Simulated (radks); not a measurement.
Values are calculated unless marked as measured or tabulated.
Problem. Numerical settings for the zinc ion Zn+, [Ar] 3d10 4s1. Level of theory: scalar-relativistic Kohn-Sham, PBE, spin-polarised, spherical densities, finite nucleus; open shells are filled with parallel spins first; Fermi nuclear charge, rms radius 3.9283 fm (a radial shooting solver on a logarithmic mesh with Libxc functionals). The defaults (mesh step 0.008 in ln r, mesh end at 40 bohr or more with all orbitals vanishing there, Anderson mixing 0.5 over 9 steps, residual threshold near 1e-9 with the energy settled to 1e-9 hartree or 1e-11 of itself, here a cap of 94 iterations) give E = -1795.6573 hartree and 4s at -14.521 eV in 19 iterations. Run on one thread of a shared host, so times are rough (Intel(R) Xeon(R) Platinum 8559C): 0.17 s of CPU time, 0.17 s wall, 19 iterations on 2259 mesh points. One setting is changed at a time: mesh step in ln r 0.05; mesh step in ln r 0.2; mesh step in ln r 0.03; mesh end (bohr) 3; mesh end (bohr) 12; residual threshold 0.01; residual threshold 0.1; mixing 2.5; linear mixing, mixing 0.05; linear mixing, mixing 0.5; mixing history 3; iteration cap 5. Which runs fail to converge, and which converge to a wrong energy?

Solution. Not converged within the cap: mesh step in ln r 0.2; linear mixing, mixing 0.05; linear mixing, mixing 0.5; iteration cap 5. Settings that end as converged yet miss the energy by more than 1 mhartree: mesh end (bohr) 3 (+0.475 hartree).
